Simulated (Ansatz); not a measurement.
BEt2(OiPr) (C7H17BO). Total charge 0; singlet. Geometry PBE-D4/def2-SVP; atoms count from 1.

| atom | x (Å) | y (Å) | z (Å) |
| --- | --- | --- | --- |
| B1 | -0.353 | -0.704 | 0.222 |
| C2 | -0.477 | -2.269 | -0.018 |
| C3 | -1.394 | -2.694 | -1.176 |
| H4 | -0.884 | -2.689 | 0.935 |
| H5 | 0.535 | -2.716 | -0.129 |
| H6 | -1.499 | -3.797 | -1.244 |
| H7 | -2.418 | -2.278 | -1.069 |
| H8 | -1.003 | -2.345 | -2.156 |
| C9 | -1.625 | 0.258 | 0.205 |
| C10 | -1.784 | 0.987 | -1.145 |
| H11 | -1.574 | 1.008 | 1.026 |
| H12 | -2.541 | -0.341 | 0.402 |
| H13 | -2.693 | 1.623 | -1.172 |
| H14 | -0.917 | 1.647 | -1.362 |
| H15 | -1.860 | 0.270 | -1.988 |
| O16 | 0.919 | -0.244 | 0.437 |
| C17 | 1.291 | 1.115 | 0.708 |
| C18 | 2.196 | 1.597 | -0.423 |
| C19 | 1.972 | 1.159 | 2.074 |
| H20 | 0.380 | 1.753 | 0.739 |
| H21 | 3.099 | 0.957 | -0.493 |
| H22 | 2.520 | 2.643 | -0.249 |
| H23 | 1.668 | 1.554 | -1.396 |
| H24 | 1.283 | 0.810 | 2.868 |
| H25 | 2.865 | 0.502 | 2.080 |
| H26 | 2.293 | 2.191 | 2.320 |

Question: Estimate the Mulliken populations from the PBE0/def2-TZVP orbitals of Ansatz.

Answer: 
```json
{"atom": "B1", "charge (e)": "0.20"}
{"atom": "C2", "charge (e)": "-0.26"}
{"atom": "C3", "charge (e)": "-0.37"}
{"atom": "H4", "charge (e)": "0.11"}
{"atom": "H5", "charge (e)": "0.12"}
{"atom": "H6", "charge (e)": "0.13"}
{"atom": "H7", "charge (e)": "0.12"}
{"atom": "H8", "charge (e)": "0.12"}
{"atom": "C9", "charge (e)": "-0.35"}
{"atom": "C10", "charge (e)": "-0.36"}
{"atom": "H11", "charge (e)": "0.12"}
{"atom": "H12", "charge (e)": "0.12"}
{"atom": "H13", "charge (e)": "0.13"}
{"atom": "H14", "charge (e)": "0.12"}
{"atom": "H15", "charge (e)": "0.13"}
{"atom": "O16", "charge (e)": "-0.24"}
{"atom": "C17", "charge (e)": "0.07"}
{"atom": "C18", "charge (e)": "-0.36"}
{"atom": "C19", "charge (e)": "-0.35"}
{"atom": "H20", "charge (e)": "0.07"}
{"atom": "H21", "charge (e)": "0.12"}
{"atom": "H22", "charge (e)": "0.12"}
{"atom": "H23", "charge (e)": "0.13"}
{"atom": "H24", "charge (e)": "0.13"}
{"atom": "H25", "charge (e)": "0.12"}
{"atom": "H26", "charge (e)": "0.12"}
```
Mulliken values and Mayer orders depend strongly on the basis.

Question: And the Mayer bond orders between bonded heavy atoms (over 0.3)?

Answer: B1–C2 1.04 (1.59 Å); B1–C9 1.00 (1.59 Å); B1–O16 1.36 (1.37 Å); C2–C3 0.98 (1.54 Å); C9–C10 0.97 (1.54 Å); O16–C17 0.91 (1.44 Å); C17–C18 1.01 (1.53 Å); C17–C19 1.00 (1.53 Å).
